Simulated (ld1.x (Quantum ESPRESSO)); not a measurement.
# An all-electron radial function and its pseudo partner (lithium (Li))

Columns: radius, all-electron u(r) and pseudo u(r) of the 1s shell (level -59.84 eV) of lithium in the configuration 1s2 2s0 2p0; PBEsol, scalar-relativistic, PAW scheme, ld1.x (Quantum ESPRESSO) 7.5.

```tsv
r (bohr)	all-electron	pseudo
0.230	1.0837	0.5345
0.460	1.1459	0.8456
0.690	0.9375	0.8631
0.920	0.6966	0.6922
1.150	0.4930	0.4930
1.380	0.3392	0.3392
1.610	0.2291	0.2291
1.840	0.1526	0.1526
2.070	0.1005	0.1005
2.300	0.0657	0.0657
2.530	0.0426	0.0426
2.760	0.0275	0.0275
2.990	0.0177	0.0177
3.220	0.0113	0.0113
3.450	0.0072	0.0072
3.680	0.0046	0.0046
3.910	0.0029	0.0029
4.140	0.0019	0.0019
4.370	0.0012	0.0012
4.600	0.0007	0.0007
4.830	0.0005	0.0005
5.060	0.0003	0.0003
5.290	0.0002	0.0002
5.520	0.0001	0.0001
5.750	0.0001	0.0001
5.980	0.0000	0.0000
```

(1) How many radial nodes do the two functions have?

(2) At about which radius was the pseudo-wave matched?

(3) Where does each function peak?

(4) Is the pseudo-wave norm-conserving?

## Answers

(1) The all-electron 1s function has n − l − 1 = 0; the pseudo-wave has 0.

(2) 1.15 bohr, where the columns begin to agree (steps of 0.23 bohr).

(3) Outermost all-electron maximum near 0.46 bohr, pseudo maximum near 0.69 bohr (to the table’s step).

(4) No, it belongs to a PAW set: the norm inside the radius is not constrained, and the difference is carried by the augmentation charge.
